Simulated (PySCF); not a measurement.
Computed IR spectrum (relative IR intensity) of a molecule C₂H₈N₂Si. Coordinates come from a PBE-D3(BJ)/def2-SVP optimisation. One conformer was computed; it need not be the lowest. Calculation: PBE-D3(BJ)/def2-SVP (PySCF). Frequencies are harmonic and unscaled.

ν (cm⁻¹): 235 (w), 304 (w), 409 (w), 461 (s), 549 (m), 700 (m), 755 (w), 809 (w), 827 (w), 883 (vs), 889 (s), 945 (m), 1094 (w), 1309 (vw), 1351 (vw), 1383 (w), 1396 (vw), 1500 (w), 1713 (vs), 2110 (s), 2184 (s), 2818 (m), 2960 (vw), 3034 (vw), 3095 (vw), 3479 (w), 3572 (w) (against the strongest line: vs over 80 %, s over 45 %, m over 15 %, w over 4 %, vw less)

Question: Pick the molecule that these values belong to.
A. C1CN[SiH2]N1
B. C/N=C/[SiH2]N
C. C/C=N/[SiH2]N
D. NC/C=N/[SiH3]

Answer: C, C/C=N/[SiH2]N
